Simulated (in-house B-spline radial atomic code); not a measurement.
Values are calculated unless marked as measured or tabulated.
## Making a Troullier-Martins s channel for Zr, r_c = 0.83 bohr

Zr, [Kr] 4d2 5s2, non-relativistic PBE, spherical and spin-unpolarised, from an all-electron radial atomic-structure program (B-spline basis) (atomic units). The all-electron 4s level is ε = -1.919207 hartree, its outermost node lies just inside 0.57 bohr and its outer maximum at 1.11 bohr.

Inside r_c the pseudo-orbital is u(r) = r^1 exp(p(r)), with p = c0 + c2 r² + c4 r⁴ + … + c12 r¹². The seven coefficients follow from p and its first four derivatives at r_c, from zero curvature of the screened potential at the origin, c4 = −c2²/(2l + 5), and from the norm inside r_c. At r_c the all-electron orbital has P = 0.806382, P' = 1.920625, the screened potential V = -7.47374, V' = 18.3622, V'' = -78.06163, and the norm inside is Q = 0.1344097.

(1) What are p, p' and p'' at r_c?

For a trial c2 the five matching conditions are linear in c0, c6, c8, c10 and c12, and c2 is varied until the norm inside r_c equals Q. The root nearest zero gives:

```csv
n,c_n
0,1.095949
2,-9.183945
4,-16.86897
6,183.7405
8,-398.1308
10,357.9811
12,-119.1716
```

(2) Check c4 and p(r_c), and find the screened pseudopotential at the origin.

Orbitals and screened potentials:

```csv
r (bohr),P,u,V all-electron,V pseudo
0.083,0.2729,0.2329,-346.6,-29.24
0.208,-0.07144,0.4108,-94.76,-22.44
0.332,-0.5431,0.3566,-43.68,-3.212
0.456,-0.3814,0.2749,-24.46,12.06
0.581,0.06386,0.3077,-15.37,17.66
0.705,0.4953,0.5168,-10.46,4.602
0.83,0.8064,0.8064,-7.474,-7.474
```

Logarithmic derivatives P'/P at R = 1.13 bohr, for energies E around ε:

```json
{"E − ε (hartree)": "-0.5", "all-electron": "0.249699", "pseudo": "0.240505"}
{"E − ε (hartree)": "-0.25", "all-electron": "0.0700812", "pseudo": "0.0673848"}
{"E − ε (hartree)": "-0.1", "all-electron": "-0.0423074", "pseudo": "-0.0427811"}
{"E − ε (hartree)": "0", "all-electron": "-0.119297", "pseudo": "-0.119291"}
{"E − ε (hartree)": "0.1", "all-electron": "-0.198022", "pseudo": "-0.19857"}
{"E − ε (hartree)": "0.25", "all-electron": "-0.319535", "pseudo": "-0.323426"}
{"E − ε (hartree)": "0.5", "all-electron": "-0.53191", "pseudo": "-0.551186"}
```

(3) With P(R) = 1.039601 and a norm of 0.420661 inside R, what slope in energy does norm conservation fix?

Answers

(1) p = ln(P/r_c^1) = ln(0.806382/0.83) = -0.02887. p' = P'/P − 1/r_c = 2.38178 − 1.20482 = 1.17696. The radial equation gives p'' = 2(V − ε) − 2(1) p'/r_c − p'² = -11.10907 − (2.83605) − 1.38524 = -15.33035. Differentiating, p''' = 2V' + 2(1)p'/r_c² − 2(1)p''/r_c − 2p'p'' = 113.17, and p'''' = 2V'' − 4(1)p'/r_c³ + 4(1)p''/r_c² − 2(1)p'''/r_c − 2p''² − 2p'p''' = -1262.5.

(2) −c2²/5 = -16.869, as listed. The terms c_n r_c^n are 1.09595, -6.32682, -8.00573, 60.07219, -89.67069, 55.54449, -12.73826, which sum to -0.02887. Inverting the radial equation, V_l(r) = ε + 1 p'/r + (p'' + p'²)/2, so V_l(0) = ε + (2l + 3) c2 = -1.919207 + 3 × (-9.18394) = -29.4710 hartree, finite where the all-electron potential diverges.

(3) d(P'/P)/dE = −2 × (norm inside R)/P(R)² = -0.7784 per hartree·bohr at E = ε, for both atoms, since orbital and norm agree at R. Differences over ±0.1 hartree give -0.7786 (all-electron) and -0.7789 (pseudo), which also hold third-order terms. Half a hartree below ε the two curves differ by -0.0092.
